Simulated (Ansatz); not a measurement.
Reaction (ligand exchange at the Si–N bond): `C[Si]N` + HBr → `C[Si]Br` + NH₃

Program: Ansatz. Geometries: PBE0-D4/def2-TZVP. ΔE: electronic, gas phase. CCSD(T)/CBS adds triple-zeta CCSD(T) − MP2 to the extrapolated MP2 energy (def2 sets, frozen cores). This one scheme is used for every species. Functionals use def2-TZVPP. B3LYP here is the variant with VWN-RPA as its local correlation; programs differ in this. HSE06 is defined as in plane-wave codes. For Br outer-core shells are correlated without core-valence functions, which leaves a few kJ/mol of doubt a bond. Scalar relativity is left out up to krypton. Each species was taken in one conformer, which may not be the lowest.

`C[Si]N`:

Z-matrix (Å, degrees):
```
C
Si 1 1.904
H 1 1.094 2 110.7
H 1 1.094 2 115.0 3 123.8
H 1 1.098 2 107.9 3 -115.7
N 2 1.709 1 98.7 3 -143.5
H 6 1.008 2 121.7 1 -178.3
H 6 1.010 2 126.1 1 1.4
```

HBr:

Z-matrix (Å, degrees):
```
Br
H 1 1.420
```

`C[Si]Br`:

Z-matrix (Å, degrees):
```
C
Si 1 1.888
H 1 1.093 2 111.1
H 1 1.096 2 110.1 3 120.8
H 1 1.095 2 110.6 3 -121.4
Br 2 2.264 1 98.3 3 179.2
```

NH₃:

Z-matrix (Å, degrees):
```
N
H 1 1.013
H 1 1.013 2 107.1
H 1 1.013 2 107.1 3 -114.5
```

| level | ΔE (kJ/mol) | difference from CCSD(T)/CBS |
| --- | --- | --- |
| LDA (SPW92) | -15.2 | 8.8 |
| revPBE-D4 | -24.8 | -0.8 |
| BLYP-D4 | -21.8 | 2.2 |
| r2SCAN-D4 | -22.7 | 1.3 |
| PBE0-D4 | -26.4 | -2.4 |
| B3LYP-D4 | -22.6 | 1.4 |
| r2SCANh-D4 | -23.5 | 0.5 |
| r2SCAN0-D4 | -24.4 | -0.4 |
| BHLYP-D4 | -24.4 | -0.4 |
| CAM-B3LYP-D4 | -15.7 | 8.3 |
| ωB97M-V | -22.4 | 1.6 |
| B2PLYP | -21.0 | 3.0 |
| PBE-QIDH | -24.1 | -0.1 |
| PBE | -25.7 | -1.7 |
| revPBE | -28.6 | -4.6 |
| BLYP | -21.8 | 2.2 |
| r2SCAN | -22.8 | 1.2 |
| PBE0 | -26.0 | -2.0 |
| B3LYP | -21.8 | 2.2 |
| r2SCANh | -23.5 | 0.5 |
| r2SCAN0 | -24.4 | -0.4 |
| HSE06 | -26.4 | -2.4 |
| CAM-B3LYP | -15.1 | 8.9 |
| LC-ωPBE | -16.8 | 7.2 |
| RPA@PBE/def2-TZVPP | -16.5 | 7.5 |
| HF/def2-SVP | -20.3 | 3.7 |
| MP2/def2-SVP | -12.7 | 11.3 |
| CCSD/def2-SVP | -12.0 | 12.0 |
| CCSD(T)/def2-SVP | -11.1 | 12.9 |
| HF/def2-TZVPP | -24.8 | -0.8 |
| MP2/def2-TZVPP | -21.2 | 2.8 |
| SCS-MP2/def2-TZVPP | -19.2 | 4.8 |
| CCSD/def2-TZVPP | -18.8 | 5.2 |
| CCSD(T)/def2-TZVPP | -18.8 | 5.2 |
| HF/def2-QZVPP | -23.6 | 0.4 |
| MP2/def2-QZVPP | -23.8 | 0.2 |
| SCS-MP2/def2-QZVPP | -21.4 | 2.6 |
| HF/CBS(def2) | -23.5 | 0.5 |
| MP2/CBS(def2) | -26.5 | -2.5 |
| CCSD/CBS(def2) | -24.0 | 0.0 |
| CCSD(T)/CBS | -24.0 | 0 |

Largest T1 diagnostic among the species: 0.013.

Leaving LDA and LC-ωPBE aside and taking each functional with its dispersion term where it has one, the values, not all of them listed here, spread over 11.2 kJ/mol, from HSE06-D4 to CAM-B3LYP-D4. LDA lies +10.5 kJ/mol from PBE without D4. At CCSD(T), def2-SVP lies +12.9 kJ/mol from the extrapolated value and def2-TZVPP +5.2 kJ/mol.
